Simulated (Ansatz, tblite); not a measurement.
Isomers of Cs$_{2}$Cl$_{2}$⁻ (doublet), found by a short tight-binding search and relaxed with PBE-D4/def2-TZVPD in Ansatz.

In the def2 sets Cs takes a core potential; there is no spin–orbit coupling. The xTB rows come from tblite. Correlated methods freeze 10 core orbitals; core or outer-core shells of Cs are correlated, in sets that lack core-valence functions. In CCSD on the charge -1 doublet the largest single amplitude is 0.67, so its Hartree–Fock determinant may place the open shell otherwise than the density functionals do.

Run but left out: HF/def2-TZVPD, MP2/def2-TZVPD (B: a determinant that CCSD turns far, T1 0.090).

A: At B97M-V/def2-TZVPD the highest occupied level of the charge -1 doublet lies above zero (up to 0.07 eV). It is a level of α spin, whose loss leaves a singlet; that state wasn't run at this geometry and level. The electron is either unbound and held by the finite basis, or the level is raised by self-interaction error. B: At PBE-D4/def2-TZVPD, r2SCAN-D4/def2-TZVPD, B97M-V/def2-TZVPD, PBE0-D4/def2-TZVPD and others the highest occupied level of the charge -1 doublet lies above zero (up to 0.81 eV). By energy differences its removal costs 0.19 eV (vertical, to the charge 0 singlet, at PBE0-D4/def2-TZVPD). At PBE-D4/def2-TZVPD, r2SCAN-D4/def2-TZVPD, B97M-V/def2-TZVPD the gap within one spin of the charge -1 doublet nearly closes, so an electron or hole may be smeared out by delocalisation error. At CCSD(T)/def2-TZVPD T1 of the charge -1 doublet is large (up to 0.090), so the single-reference result is doubtful.

Other spin states were run for one of them alone.

A:

Cartesian coordinates in Å:
```
Cs -1.146 -2.220 -1.338
Cs 1.154 2.217 1.339
Cl -2.397 -4.632 -2.771
Cl 2.389 4.635 2.771
```

B:

```xyz
4

Cs   -0.769    2.159    0.187
Cs    0.769   -2.159   -0.187
Cl   -0.348   -0.316    2.216
Cl    0.347    0.316   -2.217
```

Estimate which lies lowest at each level, and how far above it the others are (kcal/mol).


| level | A | B |
| --- | --- | --- |
| GFN1-xTB | 0.0 | 15.7 |
| GFN2-xTB | 0.0 | 5.7 |
| PBE-D4/def2-TZVPD | 14.3 | 0.0 |
| r2SCAN-D4/def2-TZVPD | 14.5 | 0.0 |
| B97M-V/def2-TZVPD | 17.6 | 0.0 |
| PBE0-D4/def2-TZVPD | 13.4 | 0.0 |
| CCSD/def2-TZVPD | 11.1 | 0.0 |
| CCSD(T)/def2-TZVPD | 11.4 | 0.0 |
Point groups (tolerance 0.1 Å): A D∞h, B D2h. Lower isomers may exist.
